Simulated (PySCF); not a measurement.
GeH₆Si, SMILES [SiH3][GeH3] (connectivity only; charge and spin as stated), charge +1, multiplicity 2.

Coordinates come from a B3LYP-D3(BJ)/def2-TZVP optimisation. The multiplicity is an assumed one; other spin states were not compared.

Calculation: PBE/def2-TZVPD (PySCF).

Computed frontier levels, dipole moment and polarisability:
- α spin, highest occupied and lowest empty level = -12.41 and -7.29 eV
- β spin, highest occupied and lowest empty level = -14.12 and -11.07 eV
- dipole moment about the centre of nuclear charge = 2.09 D
- mean static polarisability = 60.4 bohr³ (8.96 Å³)
- polarisability, principal values = 52.4, 52.4, 76.6 bohr³
- ⟨S²⟩ = 0.753 (pure state 0.75)
